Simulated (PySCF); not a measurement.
A side-by-side comparison of computed properties.

First species: C8H9OP.
Geometry (PBE0-D3(BJ)/def2-SVP, Å), atoms numbered from 1 in this order:
```
atom  x, y, z in Å
O1     2.880    1.819   -0.166
P2     3.181    0.465    0.389
C3     2.887   -1.108   -0.402
C4     2.006   -0.828    0.858
C5     0.534   -0.665    0.706
C6    -0.019    0.260   -0.193
C7    -1.400    0.372   -0.328
C8    -2.253   -0.429    0.432
C9    -1.713   -1.341    1.336
C10   -0.331   -1.456    1.472
H11    4.312    0.327    1.231
H12    2.341   -1.060   -1.351
H13    3.613   -1.928   -0.352
H14    2.292   -1.415    1.739
H15    0.639    0.920   -0.763
H16   -1.813    1.102   -1.028
H17   -3.336   -0.337    0.324
H18   -2.371   -1.969    1.941
H19    0.087   -2.176    2.181
```

Second species: Si(CF3)4, C4F12Si.
Bonds: Si1–C2, Si1–C6, Si1–C10, Si1–C14, C2–F3, C2–F4, C2–F5, C6–F7, C6–F8, C6–F9, C10–F11, C10–F12, C10–F13, C14–F15, C14–F16, C14–F17.

Levels: wB97X-D/def2-SVPD for HOMO energy, LUMO energy, HOMO–LUMO gap and static isotropic polarisability; TDDFT wB97X-D/def2-SVPD for lowest singlet excitation; TDA wB97X-D/def2-SVPD for lowest triplet excitation (Tamm–Dancoff). Geometries: PBE0-D3(BJ)/def2-SVP. Each species is one conformer at its optimised geometry, gas phase, non-relativistic unless stated. Electronic properties by PySCF.

The conformers computed, where there is a choice (atom-mapped SMILES and torsion angles):
- `[O:1]=[P@@H:2]1[CH2:3][C@@H:4]1[c:5]1[cH:6][cH:7][cH:8][cH:9][cH:10]1`: C3–C4–C5–C6 -54°

Task: Which of the two has the higher T1 energy, and by how much?

Result: The second: 8.03 eV against 4.08 eV, a difference of 3.95 eV.

Task: Which of the two has the higher S1 energy, and by how much?

Result: The second: 8.62 eV against 5.32 eV, a difference of 3.30 eV.

Task: Which has the higher HOMO–LUMO gap?

Result: The second: 13.59 eV against 9.81 eV, a difference of 3.78 eV.

Task: Which of the two has the higher LUMO energy, and by how much?

Result: The first: 1.16 eV against 1.01 eV, a difference of 0.15 eV.

Task: Which of the two has the higher static isotropic polarisability, and by how much?

Result: The first: 116.2 au against 82.3 au, a difference of 33.9 au.

Task: Which has the higher HOMO energy?

Result: The first: -8.65 eV against -12.58 eV, a difference of 3.93 eV.

On the first: In wavenumbers S1 is 42900 cm⁻¹ (1 eV = 8065.54 cm⁻¹). No computed singlet falls in the visible range (750 to 380 nm, 1.65 to 3.26 eV); S1 lies 2.06 eV above its blue end.

On the second: The polarisability is 12.19 Å³ as a volume (1 au = 0.148185 Å³), or 0.56 au for each of the 146 electrons. The 10 singlets span 8.62 to 10.65 eV, and their oscillator strengths add up to 0.72.
